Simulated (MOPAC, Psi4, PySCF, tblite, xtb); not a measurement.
Dimer H3N ··· CH5N (SMILES N and CN), singlet at R = 3.37 Å between the centres of mass, closest contact 2.09 Å (lowest of the rigid-body minima from ten starts at GFN2-xTB). Geometry in Å and degrees:

```
N
H 1 1.0128
H 1 1.0128 2 106.92
C 1 1.4624 2 110.76 3 -120.76
H 4 1.0912 1 109.21 2 -62.29
H 4 1.0912 5 107.21 1 118.21
H 4 1.0988 5 107.87 6 115.94
H 1 2.0900 2 123.74 3 113.29
N 8 1.0136 3 158.87 1 -176.01
H 9 1.0136 8 107.33 3 84.21
H 9 1.0136 8 107.33 10 115.10
```

- GFN2-xTB (tblite)
- SAPT0/jun-cc-pVDZ, frozen core (Psi4)
- revPBE/def2-TZVP, counterpoise-corrected (Psi4)
- revPBE-D3(BJ)/def2-TZVP, counterpoise-corrected (Psi4)
- PBE/def2-TZVP, counterpoise-corrected (Psi4)
- PBE-D3(BJ)/def2-TZVP, counterpoise-corrected (Psi4)
- HF/aug-cc-pVDZ, counterpoise-corrected (Psi4)
- MP2/aug-cc-pVDZ = Psi4 1.11 with DF-MP2/aug-cc-pVDZ, frozen core, counterpoise-corrected
- SCS-MP2/aug-cc-pVDZ = DF-SCS-MP2/aug-cc-pVDZ, frozen core, counterpoise-corrected run with Psi4
- AM1, restricted, heats of formation (MOPAC)
- PM3, restricted, heats of formation (MOPAC)
- GFN1-xTB (xtb)
- RKS-B3LYP/6-31G* = restricted B3LYP/6-31G*, spherical d, no counterpoise correction (PySCF)
- RKS-LDA (SVWN5)/6-31G* = restricted LDA (SVWN5)/6-31G*, spherical d, no counterpoise correction (PySCF 2.14.0)
- RMP2/3-21G = restricted MP2 (frozen core)/3-21G, no counterpoise correction in PySCF
- RKS-B3LYP/LANL2DZ = restricted B3LYP/LANL2DZ, no counterpoise correction in PySCF

What interaction energy does each level give?


```tsv
method	E_int / kcal/mol
RKS-LDA (SVWN5)/6-31G*	-7.79
RMP2/3-21G	-7.18
RKS-B3LYP/LANL2DZ	-4.81
RKS-B3LYP/6-31G*	-3.89
PBE-D3(BJ)/def2-TZVP	-3.62
GFN2-xTB	-3.01
revPBE-D3(BJ)/def2-TZVP	-2.90
GFN1-xTB	-2.79
PBE/def2-TZVP	-2.73
SAPT0/jun-cc-pVDZ	-2.56
MP2/aug-cc-pVDZ	-2.21
SCS-MP2/aug-cc-pVDZ	-1.56
revPBE/def2-TZVP	-1.06
HF/aug-cc-pVDZ	-0.30
AM1	0.20
PM3	0.49
```
